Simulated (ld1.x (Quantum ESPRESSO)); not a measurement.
## Reading a pseudo-wave (Zr)

Columns: radius, all-electron u(r) and pseudo u(r) of the 4p shell (level -30.58 eV) of zirconium in the configuration [Ar] 3d10 4s2 4p6 4d3 5s1 5p0; LDA (PZ), scalar-relativistic, TM semilocal scheme, ld1.x (Quantum ESPRESSO) 7.5.

```csv
r (bohr),all-electron,pseudo
0.115,0.2549,0.0230
0.230,-0.2860,0.0898
0.345,-0.4935,0.1933
0.460,-0.3088,0.3227
0.575,0.0318,0.4645
0.690,0.3703,0.6044
0.805,0.6384,0.7288
0.920,0.8194,0.8269
1.035,0.9207,0.8921
1.150,0.9581,0.9220
1.265,0.9489,0.9191
1.380,0.9082,0.8884
1.495,0.8481,0.8371
1.610,0.7777,0.7725
1.725,0.7031,0.7011
1.840,0.6288,0.6283
1.955,0.5576,0.5575
2.070,0.4910,0.4910
2.185,0.4299,0.4299
2.300,0.3747,0.3747
2.415,0.3254,0.3254
2.530,0.2816,0.2816
2.645,0.2431,0.2431
2.760,0.2094,0.2094
2.875,0.1800,0.1800
2.990,0.1544,0.1544
```

Task: How many radial nodes do the two functions have?

Result: The all-electron 4p function has n − l − 1 = 2; the pseudo-wave has 0, since the states of the same l below it are removed with the core.

Task: At about which radius was the pseudo-wave matched?

Result: 2.25 bohr. The columns agree to 0.0005 from 1.96 bohr on; several derivatives are matched, so the curves merge somewhat inside the radius.

Task: Where does each function peak?

Result: Outermost all-electron maximum near 1.15 bohr, pseudo maximum near 1.15 bohr (to the table’s step).

Task: Is the pseudo-wave norm-conserving?

Result: Yes: the TM semilocal scheme keeps the norm inside the radius equal to the all-electron one, which fixes the energy derivative of the logarithmic derivative at the level.
